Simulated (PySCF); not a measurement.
## Rb (rubidium, neutral) across methods

[Kr] 5s1, 2S determinant. All numbers are calculated (PySCF 2.14, scalar relativity through the core potential, in def2-TZVPPD with the def2 core potential (28 electrons) (6s4p3d1f, 40 functions)). The B2PLYP total includes its PT2 part (frozen core); its orbital energies are those of the SCF part.

```
   method  E (hartree)  mean ε 4p α (eV)  mean ε 4p β (eV)  mean ε 5s α (eV)  Σ⟨r²⟩ (bohr²)   ⟨S²⟩
      PBE     -24.0822           -16.048           -15.956            -2.443          56.61  0.750
      UHF    -23.80256           -22.039           -21.994            -3.818          60.83  0.750
   revPBE     -24.1096           -16.058           -15.975            -2.407          57.13  0.750
      LDA     -23.9901           -15.996           -15.917            -2.561          55.48  0.750
   r2SCAN     -24.0959           -16.593           -16.540            -2.498          56.66  0.750
    TPSSh     -24.0813           -16.922           -16.843            -2.520          57.78  0.750
BHandHLYP     -24.0398           -19.316           -19.262            -3.182          56.92  0.750
   B2PLYP     -23.9781           -19.318           -19.261            -3.188          57.64  0.750
```

**Question.** Estimate the same row for PBE0.

**Answer.** E (hartree) = -24.0818; mean ε 4p α (eV) = -17.781; mean ε 4p β (eV) = -17.699; mean ε 5s α (eV) = -2.871; Σ⟨r²⟩ (bohr²) = 57.07; ⟨S²⟩ = 0.750.

Energies and moments cover only the electrons outside the core potential.
